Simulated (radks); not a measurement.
Ionisation of neutral lithium, [He] 2s1, to [He] as the strength of local exchange is varied. All-electron calculation, non-relativistic Kohn-Sham, Slater X-alpha exchange (alpha = 2/3 is LDA exchange), no correlation, spin-unpolarised, spherical densities, point nucleus; without spin polarisation the odd electron is poorly described. Program: a radial shooting solver on a logarithmic mesh with Libxc functionals.

alpha,E(Li) (hartree),exchange (hartree),IE (eV),-e of the level emptied (eV),<r> of it (bohr)
0.564,-6.94899,-1.22875,4.152,1.796 (2s),4.331
0.667,-7.17562,-1.48203,4.524,2.152 (2s),4.125
0.82,-7.52049,-1.87466,5.111,2.731 (2s),3.856
0.922,-7.75586,-2.14729,5.524,3.150 (2s),3.697
0.931,-7.77684,-2.17177,5.562,3.189 (2s),3.684
0.941,-7.80019,-2.19904,5.603,3.231 (2s),3.669
1.009,-7.96007,-2.38671,5.890,3.529 (2s),3.573

NIST Atomic Spectra Database: 5.392 eV (measured). The Delta-SCF value meets it near alpha = 0.89. Spin polarisation and multiplet splitting are left out, so open shells lie too high by an amount that depends on their filling.
